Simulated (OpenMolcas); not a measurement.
## Pt⁵⁺: effect of the active space

| Quantity | Value |
| --- | --- |
| Program | OpenMolcas |
| Method | MS-CASPT2 or its RAS form, IPEA 0.25 Eh, imaginary shift 0.1 Eh |
| Basis | ANO-RCC-VTZP |
| Scalar Hamiltonian | DKH2, point nucleus |
| Spin-orbit coupling | state interaction with AMFI integrals over the reference wave functions, term energies averaged over their components |

A. 5 electrons in 5 orbitals (5d); 2S+1 = 6 even, 1 root; 2S+1 = 4 even, 24 roots; 2S+1 = 2 even, 75 roots; closed shells correlated: 5s 5p; CASPT2 step roughly 16 core-seconds
B. 11 electrons in 8 orbitals (RAS1 5p, at most 2 holes; RAS2 5d); 2S+1 = 6 even, 1 root; 2S+1 = 4 even, 24 roots; 2S+1 = 2 even, 75 roots; closed shells correlated: 5s; CASPT2 step roughly 50 core-seconds
C. 5 electrons in 10 orbitals (5d 6d); 2S+1 = 6 even, 1 root; 2S+1 = 4 even, 24 roots; 2S+1 = 2 even, 70 roots; closed shells correlated: 5s 5p; CASPT2 step about 40 core-minutes

Energies in cm⁻¹ above 5d⁵ ⁶S_5/2.

| Level | A | B | C |
| --- | --- | --- | --- |
| 5d⁵ ⁶S_5/2 | 0.0 | 0.0 | 0.0 |
| 5d⁵ ⁴G_7/2 [59 %] | 25670 | 25740 | 25520 |
| 5d⁵ ⁴G_11/2 [74 %] | 27470 | 27430 | 27430 |
| 5d⁵ ⁴G_9/2 | 28760 | 28800 | 28650 |
| 5d⁵ ⁴P_1/2 [59 %] | 30610 | 30800 | 30370 |
| 5d⁵ ⁴D_7/2 [59 %] | 34640 | 34920 | 34580 |
| 5d⁵ ⁴D_1/2 [66 %] | 40100 | 40440 | 39850 |
| 5d⁵ ²I_11/2 [70 %] | 40860 | 40780 | 40680 |
| 5d⁵ ⁴F_3/2 [51 %] | 43900 | 43910 | 43990 |
| 5d⁵ ²I_13/2 | 45200 | 45090 | 45120 |
| 5d⁵ ²H_9/2 [51 %] | 52070 | 52150 | 51950 |
| 5d⁵ ²G_7/2(1) [56 %] | 53310 | 53500 | 52920 |
| 5d⁵ ²F_7/2(1) [59 %] | 58260 | 58530 | 57940 |
| 5d⁵ ²S_1/2 | 60370 | 60740 | 59890 |
| 5d⁵ ²H_11/2 [69 %] | 63520 | 63610 | 63420 |
| 5d⁵ ²D_3/2(2) | 68210 | 68440 | 69660 |
| 5d⁵ ²G_9/2(2) | 75890 | 76050 | 75820 |
| 5d⁵ ²G_7/2(2) | 78970 | 79110 | 78580 |

The spin-orbit steps hold different terms of 5d⁵ (C lacks a ²D), which shifts levels as well.

Among A to C the level of the table that moves most is 5d⁵ ²D_3/2(2), by 1400 cm-1 (lowest in A, highest in C). Moves below CASPT2's spread within the term are not significant.

CASPT2 does not keep the components of a term degenerate, so their means are used; among the terms shown or strongly mixed into the levels shown the widest spread is 640 cm-1 (5d⁵ ²I, C). Blocks of more than 70 roots (2S+1 = 2 even) ran without multistate coupling (holds for A; B). Active for correlation alone: 5p; no level in the range computed is led by a configuration that opens it, so any true level of that kind is missing (holds for B). The CASPT2 spread within a term exceeds the gap to the next term for 5d⁵ ²D(1) and 5d⁵ ⁴F, so the order of their levels is uncertain, and so are names and mixing where such terms share a J (holds for B). Active for correlation alone: 6d; no level in the range computed is led by a configuration that fills it, so any true level of that kind is missing (holds for C). Levels of configurations outside the active space are missing. Levels that lie high or do not pair safely by name in every column are left out.

A share in square brackets marks a mixed level and gives the weight of the term that names it, the lowest over the columns. A number in round brackets counts repeated terms of one configuration in the order of the reference energies.
